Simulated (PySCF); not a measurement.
PySCF input for Cd(F)(SH) (CdFHS), SMILES [F][Cd][SH], B3LYP-D3(BJ)/def2-TZVP. The structure is a stationary point at B3LYP-D3(BJ)/def2-TZVP. The def2 effective core potentials stand for the cores of Cd; spin–orbit coupling is left out. The values are those of a single conformer.

```python
import numpy as np
from pyscf import gto, scf, dft, df
from pyscf.hessian import thermo

mol = gto.M(
    atom='''
    Cd   -0.00505350    0.29985959    0.00000000
    F     0.01859717    2.25243746    0.00000000
    S    -0.07439925   -2.03208925    0.00000000
    H     1.26558131   -2.15176938    0.00000000
    ''',
    basis='def2-TZVP',
    ecp={'Cd': 'def2-tzvp'},
    charge=0,
    spin=0,
    max_memory=1600,
    verbose=3,
)
mf = dft.RKS(mol, xc='b3lyp').density_fit(auxbasis='def2-universal-jkfit')
mf.disp = 'd3bj'
mf.grids.level = 3
mf.conv_tol = 1e-11
mf.max_cycle = 100
mf.kernel()

# [left out here: the lines that compute and print the analytic Hessian (its translational invariance restored by hand, since the grid's response is missing), thermochemistry and intensities]
```

Program output:

```
converged SCF energy = -666.587420126945

WARN: DFTD3 does not support analytical Hessian, using finite difference


WARN: Mole.unit (angstrom) is changed to Bohr

Mode                                 0                   1                   2
Irrep
Freq [cm^-1]                      107.2377            110.8188            341.0613
Reduced mass [au]                  18.6069             24.0072             19.3443
Force const [Dyne/A]                0.1261              0.1737              1.3258
Char temp [K]                     154.2912            159.4436            490.7113
Normal mode                   x     y     z       x     y     z       x     y     z
       0  Cd                -0.05  0.00  0.00    0.00 -0.00  0.05   -0.00 -0.03  0.00
       1   F                 0.16 -0.00 -0.00   -0.00  0.00 -0.16   -0.00 -0.07 -0.00
       2   S                 0.08 -0.00 -0.00   -0.00  0.00 -0.08    0.00  0.15 -0.00
       3   H                 0.09  0.10 -0.00   -0.00 -0.00 -0.08    0.00  0.15 -0.00
Mode                                 3                   4                   5
Irrep
Freq [cm^-1]                      572.8241            681.1590           2663.6410
Reduced mass [au]                  21.0881              1.0630              1.0383
Force const [Dyne/A]                4.0769              0.2906              4.3405
Char temp [K]                     824.1664            980.0361           3832.3864
Normal mode                   x     y     z       x     y     z       x     y     z
       0  Cd                -0.00 -0.04 -0.00    0.01  0.00  0.00   -0.00  0.00 -0.00
       1   F                 0.00  0.21  0.00   -0.01 -0.01 -0.00   -0.00 -0.00  0.00
       2   S                -0.00  0.02  0.00   -0.02 -0.03 -0.00   -0.03  0.00  0.00
       3   H                 0.00  0.06  0.00    0.08  0.97 -0.00    0.98 -0.10  0.00
temperature 298.1500 [K]
pressure 101325.00 [Pa]
Rotational constants [GHz] 287.43746 2.07914 2.06421
Symmetry number 1
Zero-point energy (ZPE) 0.01020 [Eh]   26776.863 [J/mol]
                           tot       elec      trans        rot        vib
Entropy [J/mol/K]       304.975      0.000    172.386     96.572     36.016
Cv [J/mol/K]             56.047      0.000     12.472     12.472     31.104
Cp [J/mol/K]             64.362      0.000     20.786     12.472     31.104
Internal energy [J/mol]                      3718.434   3718.434  32296.457
Internal energy [Eh]   -666.57229  -666.58742
Enthalpy [J/mol]                             6197.391   3718.434  32296.457
Enthalpy [Eh]          -666.57134
Gibbs free energy [J/mol]                  -45199.571 -25074.574  21558.173
Gibbs free energy [Eh] -666.60598
static polarisability / bohr^3: [[ 3.5368e+01 -3.9000e-02 -0.0000e+00]
 [-3.9000e-02  6.9159e+01  0.0000e+00]
 [-0.0000e+00  0.0000e+00  3.4206e+01]]
largest difference of analytic and finite-field dipole derivatives / e: 0.0013397581098770761
mode   freq/cm-1   IR/(km/mol)   Raman/(A^4/amu)   depolarisation
   1      107.24        17.886             0.217            0.710
   2      110.82        16.082             0.505            0.750
   3      341.06         1.937            19.106            0.228
   4      572.82        86.952             7.778            0.305
   5      681.16         2.892             0.296            0.730
   6     2663.64         0.969           126.020            0.272
max |gradient| / (hartree/bohr): 3.982798846920404e-05
APT charges: [ 0.987  -0.6877 -0.3409  0.0417]
```

Self-consistency was reached.

Cost: very roughly 2.7 core-minutes.
